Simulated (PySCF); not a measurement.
**Vertical excitation energies**

Compound: C7H18Si.
Structure used (PBE0-D3(BJ)/def2-SVP), in Å, numbered top down from 1:
```xyz
26
C7H18Si angstrom
C     -2.8132    0.4039   -0.8845
C     -1.6358    0.4657    0.0835
C     -2.0542   -0.0093    1.4723
C     -0.3895   -0.2583   -0.4703
C     -0.5722   -1.7680   -0.5944
C      0.8678    0.0943    0.3341
C      2.1844   -0.2923   -0.3388
Si     3.7144    0.2359    0.6265
H     -2.5277    0.7514   -1.8899
H     -3.6434    1.0366   -0.5340
H     -3.2066   -0.6204   -0.9837
H     -1.3477    1.5294    0.1737
H     -2.8833    0.6035    1.8584
H     -2.4039   -1.0539    1.4534
H     -1.2312    0.0559    2.1997
H     -0.2349    0.1420   -1.4903
H     -0.6407   -2.2480    0.3949
H      0.2734   -2.2302   -1.1248
H     -1.4823   -2.0256   -1.1560
H      0.8125   -0.3844    1.3280
H      0.8643    1.1820    0.5264
H      2.2457   -1.3833   -0.4912
H      2.2454    0.1572   -1.3461
H      4.9629   -0.1605   -0.0963
H      3.7282    1.7210    0.8155
H      3.7283   -0.4032    1.9802
```

Computed, not measured: TDDFT B3LYP/def2-SVPD, vertical, gas phase, core orbitals frozen in the response (PySCF).

| state | λ (nm) | E (eV) | f | \|μ\| (D) | main configurations (H = HOMO, L = LUMO) |
| --- | --- | --- | --- | --- | --- |
| S1 | 168.0 | 7.38 | 0.013 | 0.68 | H→L (98%) |
| S2 | 156.9 | 7.90 | 0.017 | 0.75 | H→L+1 (62%), H-1→L (31%) |
| S3 | 155.7 | 7.96 | 0.015 | 0.70 | H-1→L (61%), H→L+1 (32%) |
| S4 | 152.9 | 8.11 | 0.039 | 1.12 | H→L+2 (64%), H→L+3 (19%), H→L+4 (13%) |
| S5 | 152.7 | 8.12 | 0.0069 | 0.47 | H-2→L (92%) |
| S6 | 151.4 | 8.19 | 0.011 | 0.58 | H→L+3 (60%), H→L+4 (33%) |
| S7 | 150.3 | 8.25 | 0.020 | 0.80 | H-3→L (62%), H-1→L+1 (14%) |
| S8 | 150.0 | 8.26 | 0.054 | 1.31 | H→L+4 (26%), H→L+2 (19%), H→L+5 (15%) |
| S9 | 148.8 | 8.33 | 0.035 | 1.06 | H-4→L (54%), H→L+4 (12%), H-1→L+1 (9%) |
| S10 | 147.4 | 8.41 | 0.098 | 1.75 | H→L+5 (48%), H-1→L+1 (29%) |

Triplets (Tamm–Dancoff): T1 7.17 eV, H→L (88%); T2 7.76 eV, H-1→L (39%), H→L+1 (35%); T3 7.83 eV, H-1→L (43%), H→L+1 (38%); T4 7.86 eV, H→L+2 (61%), H→L+1 (13%), H→L+4 (9%).

The lowest singlet comes at 168 nm (712 kJ/mol) in the vacuum ultraviolet; it is weak; its leading configuration is HOMO→LUMO (98%). The strongest level in the table is S10 at 8.41 eV (147 nm, f = 0.098). It is the last of those listed, so stronger ones may follow. S4/S5 lie within about 0.01 eV of each other. Löwdin shares by element: HOMO carbon 50% or more, silicon 15% (atoms not listed hold the other 35%); LUMO silicon 22%, carbon 20% or more (atoms not listed hold the other 58%). Weighted by f, the mean energy of these states is 8.22 eV. Of the 10 states listed, 9 reach f = 0.01 and none stays under 0.0005. Orbital energies (eV): HOMO-3 -8.93, HOMO-2 -8.69, HOMO-1 -8.52, HOMO -8.02, LUMO 0.20, LUMO+1 0.63, LUMO+2 0.84. The vertical ionisation energy (ΔSCF) is 9.80 eV, 1.39 eV above S10. Singlets were solved by full linear response, triplets in the Tamm–Dancoff approximation.

One conformer stands for the species.
